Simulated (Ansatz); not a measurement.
Cost and result for the atomization energy of AlAsF₃H₃ (`[F][Al-]([F])([F])[AsH3+]`) (8 atoms, 7 bonds).

```json
{"atom": "F1", "x (Å)": "-1.9060", "y (Å)": "-0.2237", "z (Å)": "1.4038"}
{"atom": "Al2", "x (Å)": "-1.4022", "y (Å)": "0.4523", "z (Å)": "-0.0144"}
{"atom": "F3", "x (Å)": "-1.8873", "y (Å)": "-0.2651", "z (Å)": "-1.4188"}
{"atom": "F4", "x (Å)": "-1.1445", "y (Å)": "2.0818", "z (Å)": "-0.0370"}
{"atom": "As5", "x (Å)": "1.0691", "y (Å)": "-0.3452", "z (Å)": "0.0116"}
{"atom": "H6", "x (Å)": "1.5425", "y (Å)": "-1.1991", "z (Å)": "1.1541"}
{"atom": "H7", "x (Å)": "2.1607", "y (Å)": "0.6876", "z (Å)": "0.0287"}
{"atom": "H8", "x (Å)": "1.5677", "y (Å)": "-1.1885", "z (Å)": "-1.1280"}
```

The species carries charge 0 and has multiplicity 1. Correlated methods include outer-core shells of As, which these sets cover unevenly. Scalar relativity is left out up to krypton. The geometry is a stationary point of PBE0-D4/def2-TZVP. Program: Ansatz. All runs use 4 threads of an Arm Neoverse V1 on a shared host. Times are those of one run each, without the atoms' runs, and a repeat can differ threefold. Electronic energies, without spin–orbit coupling; frozen cores. CCSD(T)/CBS adds CCSD(T) − MP2 in def2-TZVPP to the MP2 limit, and its time is that of the two runs behind it. T1 = 0.012. With those shells the extrapolation isn't a true limit. HSE06 is the plane-wave form, built on full-range PBE exchange.

CCSD(T)/CBS is a level of theory with its own doubt, some kJ/mol a heavy atom from the limit and from the frozen cores, so smaller differences don't rank the functionals.

```tsv
level	functions	wall time	atomization (kcal/mol)	difference from CCSD(T)/CBS	per bond
revPBE-D4/def2-TZVPP	225	1.9 s	644.5	-23.8	-3.4
PBE-D4/def2-TZVPP (with forces)	225	2.2 s	663.7	-4.6	-0.7
BHLYP-D4/def2-TZVPP	225	3.4 s	636.5	-31.8	-4.5
HSE06-D4/def2-TZVPP	225	3.5 s	647.2	-21.1	-3.0
r2SCAN-D4/def2-TZVPP (with forces)	225	5.5 s	663.2	-5.1	-0.7
B2PLYP/def2-TZVPP	225	5.5 s	655.4	-12.9	-1.8
PBE-QIDH/def2-TZVPP	225	5.5 s	649.3	-19.0	-2.7
r2SCANh-D4/def2-TZVPP	225	6 s	656.3	-12.0	-1.7
CCSD(T)/def2-SVP	107	8 s	615.6	-52.7	-7.5
ωB97M-V/def2-TZVPP (with forces)	225	12 s	660.1	-8.2	-1.2
MP2/def2-QZVPP	420	20 s	677.9	9.6	1.4
CCSD(T)/def2-TZVPP	225	3.4 min	648.6	-19.7	-2.8
CCSD(T)/CBS(def2)	–	3.7 min	668.3	0.0	0.0
```

The D4 term adds +6.0 kcal/mol with B3LYP and +3.2 kcal/mol with PBE0; it sums over pairs of atoms, weighted by their polarisabilities, and B3LYP, whose exchange is more repulsive, gets the larger term. Leaving LDA and LC-ωPBE aside and taking each functional with its dispersion term where it has one, the values, not all of them listed here, spread over 29.5 kcal/mol, from BHLYP-D4 to CAM-B3LYP-D4. LDA lies +93.7 kcal/mol from PBE without D4, its usual overbinding. From r2SCAN to r2SCAN0 (25 % exact exchange), in def2-TZVPP and without D4, the atomization energy moves by −17.0 kcal/mol: exact exchange takes away binding that semilocal exchange gives to molecules.

B3LYP here is the variant with VWN-RPA as its local correlation; programs differ in this.
